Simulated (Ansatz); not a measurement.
`[CH3][GeH2][BH][AlH2]` + `[GeH3][I]` → `[CH3][GeH2][I]` + `[AlH2][BH][GeH3]`  (redistribution)

Program: Ansatz. Geometries: PBE0-D4/def2-TZVP. ΔE: electronic, gas phase. CBS: MP2 limit from def2 TZ/QZ plus the TZ coupled-cluster correction, frozen cores. def2 core potentials past Kr. For Ge, I outer-core shells are correlated without core-valence functions, which leaves a few kJ/mol of doubt a bond. Scalar relativity is left out up to krypton. Each species was taken in one conformer, which may not be the lowest.

`[CH3][GeH2][BH][AlH2]`:

Z-matrix (Å, degrees):
```
C
Ge 1 1.961
H 1 1.091 2 109.9
H 1 1.091 2 110.4 3 -120.2
H 1 1.091 2 110.3 3 119.7
B 2 2.064 1 115.1 3 -54.7
H 2 1.546 1 108.9 3 176.8
H 2 1.551 1 108.9 3 61.8
Al 6 2.103 2 123.0 1 -149.0
H 6 1.202 2 114.0 1 33.2
H 9 1.593 6 121.5 2 -85.2
H 9 1.594 6 120.0 2 92.0
```

`[GeH3][I]`:

Z-matrix (Å, degrees):
```
Ge
I 1 2.514
H 1 1.532 2 107.5
H 1 1.532 2 107.5 3 -120.0
H 1 1.532 2 107.5 3 120.0
```

`[CH3][GeH2][I]`:

```xyz
8

C     0.877    0.638    0.078
Ge   -0.620   -0.545   -0.291
I    -2.043   -0.696    1.789
H     1.469    0.241    0.902
H     0.510    1.628    0.348
H     1.508    0.720   -0.810
H    -0.169   -1.978   -0.613
H    -1.532   -0.007   -1.403
```

`[AlH2][BH][GeH3]`:

```xyz
9

Al    0.640   -1.601    1.168
B    -0.209   -0.632   -0.495
Ge   -0.416    1.415   -0.652
H     2.214   -1.823    1.266
H    -0.279   -2.066    2.384
H    -0.602   -1.217   -1.466
H     0.599    1.904   -1.709
H    -0.128    2.198    0.645
H    -1.820    1.821   -1.141
```

```tsv
level	ΔE (kJ/mol)
SCS-MP2/def2-TZVPP	-11.1
CCSD(T)/def2-TZVPP	-10.9
HF/def2-QZVPP	-10.9
MP2/CBS(def2)	-13.1
```

(1) What does CCSD(T)/CBS give? (An estimate is asked.)

Largest T1 diagnostic among the species: 0.013.

## Answers

(1) Ansatz gave: -12.1 kJ/mol. The listed levels differ from it by 1.0, 1.2, 1.2, -1.0 kJ/mol.
